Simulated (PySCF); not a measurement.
# How methods differ on the ionisation energy of O²⁺

O²⁺ [He] 2s2 2p2 (3P) → O³⁺ [He] 2s2 2p1 (2P), as a difference of total energies. All numbers are calculated (PySCF 2.14, the non-relativistic Hamiltonian (point nucleus), in aug-cc-pwCVDZ (5s4p2d, 27 functions)). Correlated levels: valence and next inner shell: nothing frozen. The calculations carry no spin-orbit coupling.

```tsv
method	ionisation energy (eV)
UHF	54.520
MP2 (valence and next inner shell)	54.721
SCS-MP2 (valence and next inner shell)	54.596
CCSD (valence and next inner shell)	54.499
CCSD(T) (valence and next inner shell)	54.501
CCSDT (valence and next inner shell)	54.502
```

Errors of the correlated levels include the incompleteness of this basis.

For comparison: 54.936 eV (semi-empirical (NIST evaluation); NIST Atomic Spectra Database, ionization energies).
